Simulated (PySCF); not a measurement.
CdS (SMILES [S]=[Cd]), singlet, at a GFN2-xTB geometry (such geometries of metal compounds can be far from the true shape) (core potentials on Cd); SVWN5/def2-SVP (PySCF).

The PySCF input:
```python
from pyscf import gto, scf, dft

mol = gto.M(
    atom='''
Cd   -0.000000   -0.000000   -0.559200
S     0.000000    0.000000    1.677600
''',
    basis='def2-svp',
    ecp={'Cd': 'def2-svp'},
    charge=0,
    spin=0,
    verbose=4,
)

mf = dft.RKS(mol)
mf.xc = 'lda,vwn'
mf.kernel()
mf.analyze()
```

It wrote (shortened):

```
PySCF version 2.14.0

[INPUT] verbose = 4
[INPUT] num. atoms = 2
[INPUT] num. electrons = 36
[INPUT] charge = 0
[INPUT] spin (= nelec alpha-beta = 2S) = 0
[INPUT] symmetry False subgroup None
[INPUT] Mole.unit = angstrom
[INPUT] Symbol           X                Y                Z      unit          X                Y                Z       unit  Magmom
[INPUT]  1 Cd     0.000000000000   0.000000000000  -0.559200000000 AA    0.000000000000   0.000000000000  -1.056734848857 Bohr   0.0
[INPUT]  2 S      0.000000000000   0.000000000000   1.677600000000 AA    0.000000000000   0.000000000000   3.170204546570 Bohr   0.0

nuclear repulsion = 75.7048942660944
number of shells = 19
number of NR pGTOs = 93
number of NR cGTOs = 49
basis = def2-svp
ecp = {'Cd': 'def2-svp'}

******** <class 'pyscf.dft.rks.RKS'> ********
method = RKS
initial guess = minao
damping factor = 0
level_shift factor = 0
DIIS = <class 'pyscf.scf.diis.CDIIS'>
diis_start_cycle = 1
diis_space = 8
diis_damp = 0
SCF conv_tol = 1e-09
SCF conv_tol_grad = None
SCF max_cycles = 50
direct_scf = True
direct_scf_tol = 1e-13
XC library pyscf.dft.libxc version 7.1.2
    S. Lehtola, C. Steigemann, M. J. T. Oliveira, and M. A. L. Marques,  SoftwareX 7, 1–5 (2018)
XC functionals = lda,vwn
    P. A. M. Dirac,  Math. Proc. Cambridge Philos. Soc. 26, 376 (1930)
    F. Bloch,  Z. Phys. 57, 545 (1929)
    S. H. Vosko, L. Wilk, and M. Nusair,  Can. J. Phys. 58, 1200 (1980)
radial grids:
    Treutler-Ahlrichs [JCP 102, 346 (1995); DOI:10.1063/1.469408] (M4) radial grids

becke partition: Becke, JCP 88, 2547 (1988); DOI:10.1063/1.454033
pruning grids: <function nwchem_prune>
grids dens level: 3
symmetrized grids: False
atomic radii adjust function: <function treutler_atomic_radii_adjust>
small_rho_cutoff = 0
Set gradient conv threshold to 3.16228e-05
Initial guess from minao.
tot grids = 41272
init E= -550.336041568935

WARN: HOMO -0.652281279645176 == LUMO -0.652281279645072

cycle= 1 E= -562.29493145053  delta_E=  -12  |g|=  2.3  |ddm|= 5.13
  HOMO = 0.144523617609716  LUMO = 0.189415779782583  gap/eV = 1.22158
cycle= 2 E= -533.183365670861  delta_E= 29.1  |g|= 7.77  |ddm|= 13.4
  HOMO = -0.346789664378318  LUMO = -0.17099608446275  gap/eV = 4.78359
cycle= 3 E= -563.727872008127  delta_E= -30.5  |g|= 0.92  |ddm|= 12.4
  HOMO = -0.0970706289755515  LUMO = -0.0847833569130554  gap/eV = 0.33435
cycle= 4 E= -561.977563173968  delta_E= 1.75  |g|= 2.12  |ddm|= 3.66
  HOMO = -0.199137678029256  LUMO = -0.159759260045514  gap/eV = 1.07154
cycle= 5 E= -564.095008336642  delta_E= -2.12  |g|= 0.187  |ddm|= 2.75
  HOMO = -0.203901333281009  LUMO = -0.18745580214075  gap/eV = 0.44751
cycle= 6 E= -564.099417007105  delta_E= -0.00441  |g|= 0.135  |ddm|= 0.292
  HOMO = -0.198502051367369  LUMO = -0.186931852769323  gap/eV = 0.31484
cycle= 7 E= -564.106243911295  delta_E= -0.00683  |g|= 0.0338  |ddm|= 0.192
  HOMO = -0.196951352526471  LUMO = -0.185870020919968  gap/eV = 0.30154
cycle= 8 E= -564.10639995262  delta_E= -0.000156  |g|= 0.0148  |ddm|= 0.0416
  HOMO = -0.196650440308056  LUMO = -0.185707909362521  gap/eV = 0.29776
cycle= 9 E= -564.106491933868  delta_E= -9.2e-05  |g|= 0.00282  |ddm|= 0.0238
  HOMO = -0.19621475252298  LUMO = -0.185374529983114  gap/eV = 0.29498
cycle= 10 E= -564.106494207266  delta_E= -2.27e-06  |g|= 0.000449  |ddm|= 0.00392
  HOMO = -0.196271414127164  LUMO = -0.185414680328457  gap/eV = 0.29543
cycle= 11 E= -564.106494267863  delta_E= -6.06e-08  |g|= 0.00018  |ddm|= 0.000885
  HOMO = -0.196267401855501  LUMO = -0.185418781288091  gap/eV = 0.29521
cycle= 12 E= -564.106494281001  delta_E= -1.31e-08  |g|= 3.6e-05  |ddm|= 0.000249
  HOMO = -0.196264298392581  LUMO = -0.185418095400095  gap/eV = 0.29514
cycle= 13 E= -564.106494281571  delta_E= -5.69e-10  |g|= 2.07e-06  |ddm|= 5.58e-05
  HOMO = -0.196263510150365  LUMO = -0.18541778404004  gap/eV = 0.29513
Extra cycle  E= -564.106494281546  delta_E= 2.48e-11  |g|= 8.31e-06  |ddm|= 1.52e-05
converged SCF energy = -564.106494281546
**** SCF Summaries ****
Total Energy =                        -564.106494281546020
Nuclear Repulsion Energy =              75.704894266094414
One-electron Energy =                 -997.144404540721553
Two-electron Energy =                  357.333015993081176
Two-electron Coulomb Energy =          396.697523554411930
DFT Exchange-Correlation Energy =      -39.364507561330726
HOMO-LUMO gap [eV] =                     0.295127239855247
**** MO energy ****
MO #1   energy= -87.6646965915388  occ= 2
MO #2   energy= -7.61244093325585  occ= 2
MO #3   energy= -5.67990939515719  occ= 2
MO #4   energy= -5.66515499264538  occ= 2
MO #5   energy= -5.66515499184951  occ= 2
MO #6   energy= -4.03032075189104  occ= 2
MO #7   energy= -2.57985586518448  occ= 2
MO #8   energy= -2.57196332653624  occ= 2
MO #9   energy= -2.57196332610389  occ= 2
MO #10  energy= -0.604367564000484 occ= 2
MO #11  energy= -0.507149093196919 occ= 2
MO #12  energy= -0.507149093143628 occ= 2
MO #13  energy= -0.496664276532    occ= 2
MO #14  energy= -0.496663997916121 occ= 2
MO #15  energy= -0.492800143136718 occ= 2
MO #16  energy= -0.294717039991582 occ= 2
MO #17  energy= -0.196263511211126 occ= 2
MO #18  energy= -0.196263510150365 occ= 2
MO #19  energy= -0.18541778404004  occ= 0
MO #20  energy= -0.0495979380362066 occ= 0
MO #21  energy= -0.0495979378402628 occ= 0
MO #22  energy= 0.0259591516554123 occ= 0
MO #23  energy= 0.0746665287733478 occ= 0
MO #24  energy= 0.24366020990586   occ= 0
MO #25  energy= 0.243660209910849  occ= 0
MO #26  energy= 0.263479089061086  occ= 0
Dipole moment(X, Y, Z, Debye):  0.00000, -0.00000, -4.55108
```
